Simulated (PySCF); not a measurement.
PySCF 2.14 output of an unrestricted BHandHLYP calculation on a single atom or ion in aug-cc-pVQZ-DK (9s8p6d4f3g2h, 140 functions), with the spin-free X2C one-electron Hamiltonian (Gaussian nucleus):

```
SCF conv_tol = 1e-09
number electrons alpha = 14  beta = 9
    A. D. Becke.,  J. Chem. Phys. 98, 1372 (1993)
    Defined through Gaussian implementation.
cycle= 1 E= -949.007245622686  delta_E= -0.0066  |g|= 0.018  |ddm|= 1.17
cycle= 2 E= -949.007357368226  delta_E= -0.000112  |g|= 0.00674  |ddm|= 0.179
cycle= 3 E= -949.007369414963  delta_E= -1.2e-05  |g|= 0.00284  |ddm|= 0.08
cycle= 4 E= -949.007372347956  delta_E= -2.93e-06  |g|= 0.000186  |ddm|= 0.0491
cycle= 5 E= -949.007372600694  delta_E= -2.53e-07  |g|= 3.62e-05  |ddm|= 0.0322
cycle= 6 E= -949.00737261415  delta_E= -1.35e-08  |g|= 6.91e-06  |ddm|= 0.00877
cycle= 7 E= -949.007372614341  delta_E= -1.91e-10  |g|= 5.08e-07  |ddm|= 0.00103
converged SCF energy = -949.007372614341  <S^2> = 8.7512527  2S+1 = 6.0004175
```

The run itself started from symmetry-adapted Hartree-Fock orbitals and held the occupation by maximum overlap, on a logarithmic radial grid, so the iterations belong to that start.

Which element, charge and spin multiplicity is this?

V (vanadium, neutral), multiplicity 6; the state was [Ar] 3d3 4s1 5s1, high-spin 6F determinant (an excited configuration).

The outer electron is Rydberg-like, and this basis confines it to a smaller radius and binds it less than a complete one would.
